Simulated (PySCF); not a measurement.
Si(Me)2(NMe2)(SiH3), SMILES CN(C)[Si](C)(C)[SiH3], GFN2-xTB optimised geometry.

```
22

C     -2.45    -1.14     1.97
N     -1.11    -1.31     1.47
C     -0.52    -2.54     1.94
Si    -0.56    -0.56     0.00
C     -1.25    -1.41    -1.58
C     -1.27     1.22     0.00
Si     1.75    -0.56     0.00
H     -2.86    -0.20     1.62
H     -3.12    -1.95     1.64
H     -2.44    -1.14     3.06
H     -1.08    -3.42     1.60
H      0.50    -2.62     1.58
H     -0.51    -2.55     3.04
H     -2.34    -1.43    -1.59
H     -0.92    -0.91    -2.49
H     -0.91    -2.45    -1.65
H     -2.32     1.25    -0.25
H     -0.75     1.82    -0.74
H     -1.13     1.70     0.96
H      2.28     0.48    -0.88
H      2.32    -1.82    -0.50
H      2.38    -0.34     1.31
```

Density from CAM-B3LYP/def2-SVP in PySCF at that geometry.

Minimum of the electron density along straight lines between bonded atoms, close to the bond critical point (lines longer than 1.1 times the sum of covalent radii, or with two minima, are not listed):

| bond | length / Å | ρ at the minimum / e bohr⁻³ | ∇²ρ there / e bohr⁻⁵ | position (fraction from the first atom) |
|---|---|---|---|---|
| C1–N2 | 1.442 | 0.274 | -0.79 | 0.39 |
| N2–C3 | 1.441 | 0.276 | -0.80 | 0.60 |
| N2–Si4 | 1.736 | 0.121 | 0.70 | 0.60 |
| Si4–C5 | 1.924 | 0.108 | 0.30 | 0.38 |
| Si4–C6 | 1.909 | 0.110 | 0.31 | 0.38 |
| C1–H8 | 1.085 | 0.283 | -1.08 | 0.63 |
| C1–H9 | 1.098 | 0.275 | -1.01 | 0.63 |
| C1–H10 | 1.094 | 0.277 | -1.03 | 0.63 |
| C3–H11 | 1.098 | 0.275 | -1.01 | 0.63 |
| C3–H12 | 1.087 | 0.281 | -1.06 | 0.63 |
| C3–H13 | 1.094 | 0.277 | -1.03 | 0.63 |
| C5–H14 | 1.088 | 0.270 | -0.97 | 0.63 |
| C5–H15 | 1.086 | 0.271 | -0.97 | 0.63 |
| C5–H16 | 1.088 | 0.271 | -0.97 | 0.63 |
| C6–H17 | 1.086 | 0.272 | -0.98 | 0.63 |
| C6–H18 | 1.086 | 0.272 | -0.98 | 0.63 |
| C6–H19 | 1.086 | 0.273 | -0.99 | 0.63 |
| Si7–H20 | 1.466 | 0.115 | 0.34 | 0.49 |
| Si7–H21 | 1.469 | 0.114 | 0.33 | 0.49 |
| Si7–H22 | 1.467 | 0.115 | 0.33 | 0.49 |
